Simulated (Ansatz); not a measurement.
CHClFGeNO, SMILES `O=C=[N][GeH]([F])[Cl]` at its PBE0-D4/def2-TZVP geometry, where that method's forces vanish. The species carries charge 0 and has multiplicity 1.

```xyz
7

O     0.5584   -0.3479   -2.8455
C     0.6370   -0.1000   -1.7161
N     0.7989    0.1892   -0.5561
Ge   -0.1543    0.1352    0.9741
F    -0.0720   -1.4827    1.5533
Cl   -2.2017    0.5326    0.5774
H     0.4337    1.0735    2.0130
```

(1) What forces (eV/Å) does PBE-D4/def2-TZVPP give on these atoms in Ansatz? (An estimate is asked.)

Answers

(1) Computed: 
```
O1  -0.087 -0.324 -1.503
C2  -0.060  0.055  0.425
N3   0.392  0.290  0.689
Ge4  0.016  0.454  0.068
F5   0.047 -0.691  0.258
Cl6 -0.395  0.088 -0.073
H7   0.088  0.128  0.136
```
